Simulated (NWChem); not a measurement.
silacyclobutane (C₃H₈Si); SMILES C1C[SiH2]C1

```xyz
12

C     -0.1962    -1.3215     0.0000
C      0.1612    -0.3999    -1.1982
Si    -0.0571     1.0553     0.0000
C      0.1612    -0.3999     1.1982
H      0.3114    -2.3011     0.0000
H     -1.2797    -1.5256     0.0000
H      1.2198    -0.5119    -1.4850
H     -0.4546    -0.5061    -2.1023
H     -1.4408     1.6263     0.0000
H      0.9211     2.1893     0.0000
H      1.2198    -0.5119     1.4850
H     -0.4546    -0.5061     2.1023
```
Atoms are numbered in this order, from 1.

Program: NWChem. Pople sets run with spherical d functions. STO-3G and 3-21G are far too small for this property and stand as cheap habits. Geometry: optimised at PBE0/def2-SVP. Vertical excitations in the gas phase; the lowest state need not have the same character in each row.

| level | basis functions | lowest excitation, singlet (eV) | oscillator strength of that lowest state | orbital gap (eV) |
|---|---|---|---|---|
| CAM-B3LYP/3-21G, TDA | 56 | 7.72 | 0.031 | 11.33 |
| CAM-B3LYP/6-31G*, TDA | 76 | 7.35 | 0.022 | 10.93 |
| CAM-B3LYP/6-31+G*, TDA | 92 | 6.89 | 0.022 | 9.92 |
| CAM-B3LYP/def2-SVP, TDA | 100 | 7.53 | 0.028 | 11.19 |
